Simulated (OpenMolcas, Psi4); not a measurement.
# C2H3ClSi (SMILES ClC1=C[SiH2]1): the energy, rung by rung

C2H3ClSi has 7 atoms, charge 0, and is taken as a singlet. SMILES: `ClC1=C[SiH2]1`. Geometry: relaxed at PBE0-D4/def2-TZVP.

```xyz
7

Cl   -1.1692   -2.2933    0.4115
C    -0.3580   -0.8199    0.1632
C     0.8368   -0.3300    0.4667
Si   -0.1859    0.8716   -0.4389
H     1.7275   -0.6738    0.9756
H    -0.8378    2.0113    0.2488
H     0.0478    1.1662   -1.8726
```

Each level gives the energy change with the C3–H5 bond stretched from 1.082 to 1.947 Å (eV). The values are calculated.

| level | kind | program | value (eV) | CPU time (all runs) |
| --- | --- | --- | --- | --- |
| HF/def2-SVP (restricted) | Hartree–Fock | OpenMolcas | 4.10 | 14 s |
| SVWN5/def2-SVP (restricted) | LDA | OpenMolcas | 3.21 | 40 s |
| PBE/def2-SVP (restricted) | GGA | Psi4 | 3.17 | 23 s |
| revPBE/def2-SVP (restricted) | GGA | OpenMolcas | 3.14 | 49 s |
| TPSS/def2-SVP (restricted) | meta-GGA | Psi4 | 3.26 | 50 s |
| r2SCAN/def2-SVP (restricted) | meta-GGA | Psi4 | 3.36 | 44 s |
| M06-2X/def2-SVP (restricted) | hybrid meta-GGA | OpenMolcas | 3.59 | 55 s |
| B2PLYP/def2-SVP (restricted) | double hybrid | OpenMolcas | 3.46 | 37 s |

The first shape isn't each level's own minimum. The values span 3.14 to 4.10 eV. CPU times are rough (shared hosts, several kinds of processor): they show what a rung costs within a factor of a few.
